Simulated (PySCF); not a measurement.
BH3N, SMILES [BH]N (connectivity only; charge and spin as stated), charge +1, multiplicity 1.

Coordinates come from a TPSSh-D3(BJ)/def2-TZVP optimisation. The multiplicity is an assumed one; other spin states were not compared. The isomer is the one that the SMILES or the coordinates give; other isomers of the formula were not compared.

Calculation: PySCF with TDDFT-LC-ωPBE/def2-TZVPD.

Vertical excitations. The molecule is in vacuum. State labels are in the subgroup C2v.

Computed excitation energies, oscillator strengths and character:
| state | symmetry | energy (eV) | λ (nm) | f | main pairs |
|---|---|---|---|---|---|
| S1 | A2 | 5.95 | 208 | 0.000 | HOMO→LUMO 98 % |
| S2 | A1 | 9.22 | 134 | 0.182 | HOMO→LUMO+1 90 % |
| S3 | B2 | 9.40 | 132 | 0.044 | HOMO−1→LUMO 97 % |
| S4 | B1 | 10.34 | 120 | 0.050 | HOMO→LUMO+2 87 % |
| S5 | B1 | 11.20 | 111 | 0.081 | HOMO−1→LUMO+1 91 % |
| S6 | A2 | 12.23 | 101 | 0.000 | HOMO→LUMO+4 92 % |
| S7 | A1 | 12.60 | 98 | 0.307 | HOMO−2→LUMO 88 % |
| S8 | B2 | 12.79 | 97 | 0.103 | HOMO−3→LUMO 92 % |
| S9 | B1 | 12.80 | 97 | 0.017 | HOMO→LUMO+5 77 % |
| S10 | A2 | 13.21 | 94 | 0.000 | HOMO−2→LUMO+1 97 % |
| T1 | A2 | 5.60 | 222 | 0 | HOMO→LUMO 98 % |
| T2 | A1 | 6.46 | 192 | 0 | HOMO→LUMO+1 95 % |
| T3 | B2 | 7.73 | 160 | 0 | HOMO−1→LUMO 95 % |
| T4 | B1 | 9.50 | 131 | 0 | HOMO−1→LUMO+1 84 % |
Triplets are in the Tamm–Dancoff approximation, which puts them higher than full response would, so one can lie above its singlet here.
